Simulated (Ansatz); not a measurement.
Total energies of CH₃ClFNOW, SMILES `C[N]=[W](=[O])([F])[Cl]`.

```xyz
9

C    -1.434    0.051   -0.689
N    -0.316   -0.210    0.143
W     1.353   -0.123    0.609
O     2.165    0.736   -0.610
F     2.010   -1.867    0.713
Cl    1.444    1.060    2.550
H    -2.179    0.631   -0.136
H    -1.143    0.613   -1.583
H    -1.900   -0.890   -0.997
```

Total charge 0; spin multiplicity 1. Correlated methods include outer-core shells of W, which these sets cover unevenly. W takes the def2 core potential. The structure was optimised at the PBE0-D4/def2-TZVP level. Basis def2-TZVPP, Ansatz.

RPA on PBE orbitals: Hartree–Fock energy of these orbitals -794.44257 Eh, correlation -2.29963 Eh (frozen core).

| functional | energy without D4 (Eh) | D4 term (kJ/mol) |
| --- | --- | --- |
| LC-ωPBE | -797.08214 | – |
| ωB97X-V | -797.16265 | – |

Give the same for LDA (SPW92), PBE, revPBE, BLYP, r2SCAN, B97M-V, PBE0, B3LYP, r2SCANh, r2SCAN0, HSE06 (plane-wave form), BHLYP, CAM-B3LYP, ωB97M-V, B2PLYP, PBE-QIDH. (Best estimate.)

Computed: 
```csv
functional,energy without D4 (Eh),D4 term (kJ/mol)
LDA (SPW92),-793.81935,–
PBE,-796.95196,-23.4
revPBE,-797.28515,-61.3
BLYP,-797.32248,-49.6
r2SCAN,-797.25672,-5.7
B97M-V,-797.18502,–
PBE0,-796.91473,-20.0
B3LYP,-797.40515,-37.8
r2SCANh,-797.20586,-6.1
r2SCAN0,-797.13187,-6.8
HSE06 (plane-wave form),-796.89476,-18.9
BHLYP,-797.07495,-32.4
CAM-B3LYP,-797.23090,-20.7
ωB97M-V,-797.15882,–
B2PLYP,-796.95640,–
PBE-QIDH,-796.70089,–
```

B3LYP takes the VWN-RPA correlation (the form of Gaussian; ORCA's B3LYP/G). HSE06 is the plane-wave form, built on full-range PBE exchange. The double hybrids freeze the cores in their second-order part.

LC-ωPBE has ω = 0.4 bohr⁻¹.
